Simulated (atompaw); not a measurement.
# Cutoff test, oxygen (O), PAW (atompaw)

```
Element                 : oxygen (O)
Generator               : atompaw 4.2.0.5
Type                    : PAW
Functional              : PBEsol
Relativity              : scalar-relativistic
Frozen core             : [He]
Valence charge          : 6
Reference configuration : 2s2 2p2.5 (charge +1.5)
Partial waves           : 2s (bound): rc 1.25 bohr; 2s channel at 0.8 Ry: rc 1.25 bohr; 2p (bound): rc 1.25 bohr; 2p channel at -0.1 Ry: rc 1.25 bohr
Local potential         : bessel scheme, radius 1.05 bohr
Core correction         : smooth core density matched at 0.75 bohr
Augmentation charge     : sinc compensation charge, radius 1.15 bohr; PAW radius 1.25 bohr; waves and projectors: custom rrkj gramschmidtortho
```

The pseudo-atom Hamiltonian at the reference potential is diagonalised in spherical Bessel functions j_l(qr) that vanish at 20 bohr, with q² up to the cutoff. All-electron valence levels (Ry): 2s -3.5628, 2p -2.4512.

Task: How do the lowest levels (Ry) of each channel move with the cutoff, and are there ghosts?

Result:

```
cutoff (Ry)     s #1     p #1     p #2     d #1     d #2     f #1  Σ f·Δε (mRy)
          8  -3.3732  -1.5022  -0.3961  -0.3111  -0.1566  -0.1384        2751.8
         12  -3.4975  -1.8306  -0.4407  -0.3128  -0.1574  -0.1384        1682.6
         21  -3.5556  -2.2574  -0.4952  -0.3136  -0.1578  -0.1384         499.2
         30  -3.5618  -2.4103  -0.5161  -0.3137  -0.1579  -0.1384         104.5
         40  -3.5628  -2.4449  -0.5219  -0.3137  -0.1579  -0.1384          16.1
         50  -3.5628  -2.4506  -0.5233  -0.3137  -0.1579  -0.1384           1.7
         70  -3.5629  -2.4509  -0.5235  -0.3137  -0.1579  -0.1384           0.9
         90  -3.5629  -2.4512  -0.5236  -0.3137  -0.1579  -0.1384           0.2
        400  -3.5629  -2.4512  -0.5236  -0.3137  -0.1579  -0.1384           0.0
```

Result: no extra level below or beside the all-electron valence levels (s, p, d, f tested); 10 mRy is reached at 45 Ry and 1 mRy at 70 Ry.
